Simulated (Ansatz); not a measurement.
A nudged elastic band was laid between two geometries of CH$_{2}$BrClO$_{2}$Si (8 atoms, charge 0, multiplicity 1).

Level of theory: RKS BLYP/def2-SVP (Ansatz 0.2.0).

```yaml
movable_images: 5
climbing_image: yes
spring: 5.0 eV/Å²
optimiser: quadratic models (default)
start_path: IDPP
force_threshold: 0.03 eV/Å
iteration_limit: 60
end_points: relaxed
```

Image 0:

```xyz
8
Properties=species:S:1:pos:R:3
O 0.426 -1.525 1.163
C 0.563 -0.578 0.408
O 1.765 -0.032 0.081
Si -0.968 0.306 -0.394
Cl -0.619 0.763 -2.398
Br -1.391 2.165 0.805
H 2.453 -0.545 0.572
H -2.136 -0.610 -0.293
```

Image 6:

```xyz
8
Properties=species:S:1:pos:R:3
O 1.886 -0.328 -0.390
C 0.802 -0.383 0.154
O 0.584 -0.987 1.361
Si -0.850 0.401 -0.517
Cl -0.686 0.535 -2.584
Br -1.048 2.440 0.417
H 1.457 -1.332 1.672
H -2.055 -0.404 -0.169
```

Task: Which bonds break or form, and what moves?

Result: No bond is made or broken. The dihedral O1–C2–Si4–Br6 goes from 99 to -94°.

Task: Give the energies along the band, and the barrier.

Result: The run converged. The highest image is number 4 of 0 to 6, 0.039 eV above the first end and 0.013 eV above the last; the last end lies 0.025 eV above the first. A vibrational analysis at the climbing image gives no mode beyond 40i cm⁻¹: the surface is too flat there to confirm a saddle point.

| image | path coordinate (Å) | energy (eV) | dihedral O1–C2–Si4–Br6 (°) |
| --- | --- | --- | --- |
| 0 | 0.00 | 0.000 | 99 |
| 1 | 0.75 | 0.003 | 129 |
| 2 | 1.49 | 0.011 | 158 |
| 3 | 2.24 | 0.028 | -177 |
| 4 | 2.98 | 0.039 | -151 |
| 5 | 3.71 | 0.032 | -123 |
| 6 | 4.44 | 0.025 | -94 |

Task: What is the geometry of the highest image?

Result: 
```xyz
8
Properties=species:S:1:pos:R:3:forces:R:3
O 1.141 -1.595 -0.149 0.00 0.00 0.00
C 0.648 -0.570 0.283 0.00 0.00 0.00
O 1.019 0.018 1.454 0.00 0.00 0.00
Si -0.838 0.345 -0.590 0.00 0.00 0.00
Cl -0.691 -0.058 -2.623 0.00 0.00 0.00
Br -0.796 2.560 -0.196 0.00 0.00 0.00
H 1.734 -0.545 1.841 0.00 0.00 0.00
H -2.125 -0.211 -0.077 0.00 0.00 0.00
```

Time of the run: 95 s on 2 threads of Arm Neoverse V1, on a shared host, peak memory 0.17 GiB.
